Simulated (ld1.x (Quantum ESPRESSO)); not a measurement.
## Reading a pseudo-wave (tin)

Columns: radius, all-electron u(r) and pseudo u(r) of the 5p shell (level -3.69 eV) of tin in the configuration [Kr] 4d10 5s2 5p2; PBE, scalar-relativistic, PAW scheme, ld1.x (Quantum ESPRESSO) 7.5.

```
r (bohr)  all-electron   pseudo
   0.115        0.0317  -0.0035
   0.230       -0.1574  -0.0140
   0.345       -0.0746  -0.0311
   0.460        0.0981  -0.0544
   0.575        0.2190  -0.0831
   0.690        0.2551  -0.1165
   0.805        0.2216  -0.1536
   0.920        0.1449  -0.1936
   1.035        0.0475  -0.2355
   1.150       -0.0553  -0.2782
   1.265       -0.1543  -0.3210
   1.380       -0.2444  -0.3629
   1.495       -0.3235  -0.4032
   1.610       -0.3911  -0.4412
   1.725       -0.4473  -0.4763
   1.840       -0.4931  -0.5079
   1.955       -0.5294  -0.5357
   2.070       -0.5572  -0.5591
   2.185       -0.5775  -0.5778
   2.300       -0.5913  -0.5913
   2.415       -0.5995  -0.5995
   2.530       -0.6028  -0.6028
   2.645       -0.6019  -0.6019
   2.760       -0.5975  -0.5975
   2.875       -0.5901  -0.5901
   2.990       -0.5802  -0.5802
```

Q: How many radial nodes do the two functions have?

A: The all-electron 5p function has n − l − 1 = 3; the pseudo-wave has 0, since the states of the same l below it are removed with the core.

Q: At about which radius was the pseudo-wave matched?

A: 2.30 bohr, where the columns begin to agree (steps of 0.12 bohr).

Q: Is the pseudo-wave norm-conserving?

A: No, it belongs to a PAW set: the norm inside the radius is not constrained, and the difference is carried by the augmentation charge.
